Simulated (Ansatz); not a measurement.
`[OH][Zr]([Cl])([Cl])[I]` + NH₃ → `[NH2][Zr]([OH])([Cl])[Cl]` + HI at 500 K and 1 bar (ligand exchange at a Zr–I bond).

Isolated molecules relaxed with PBE0-D4/def2-TZVP in Ansatz; ΔE leaves out vibrations. CBS: MP2 limit from def2 TZ/QZ plus the TZ coupled-cluster correction, frozen cores. This one scheme is used for every species. def2 core potentials past Kr. For I, Zr outer-core shells are correlated without core-valence functions, which leaves a few kJ/mol of doubt a bond. Each species was taken in one conformer, which may not be the lowest.

```
                    species  CCSD(T)/CBS energy (Eh)  H − E (kJ/mol)  S (J/(mol·K))
  `[OH][Zr]([Cl])([Cl])[I]`              -1340.05569            89.3          472.2
                        NH₃                -56.50880           108.2          211.8
`[NH2][Zr]([OH])([Cl])[Cl]`              -1098.49564           156.9          465.2
                         HI               -298.03592            28.6          221.6
```

H − E and S are ideal-gas, rigid-rotor, harmonic terms from PBE0-D4/def2-TZVP, for one conformer and one mirror image of each species. 1 Eh = 2625.50 kJ/mol, R = 8.31446 J/(mol·K).

Problem. By hand: ΔE, ΔH, ΔS and ΔG.

Solution. ΔE = (-1098.49564) + (-298.03592) − (-1340.05569) − (-56.50880) = 0.03293 Eh = 86.5 kJ/mol. Δ(H − E) = 156.9 + 28.6 − 89.3 − 108.2 = -12.0, so ΔH = 74.5 kJ/mol. ΔS = 465.2 + 221.6 − 472.2 − 211.8 = 2.8 J/(mol·K). ΔG = 74.5 − 500 × (2.8)/1000 = 73.1 kJ/mol.

Problem. By hand: the equilibrium constant, and the temperature at which ΔG would vanish if ΔH and ΔS stayed fixed.

Solution. log₁₀ K = −ΔG/(RT ln 10) = -7.6. ΔG = 0 at ΔH/ΔS = 26607 K, far beyond where these terms or the molecules hold.

The number of gas molecules stays the same, so ΔS is small and ΔH decides. A doubt of 5 kJ/mol in ΔE shifts log₁₀ K by 0.5 here. Other conformers and mirror images would add mixing entropy, several J/(mol·K) or more a flexible species. These are equilibria of isolated gas molecules and say nothing of rates. Largest T1 diagnostic: 0.016 (customary marks: 0.02 for closed shells, 0.045 for open ones).
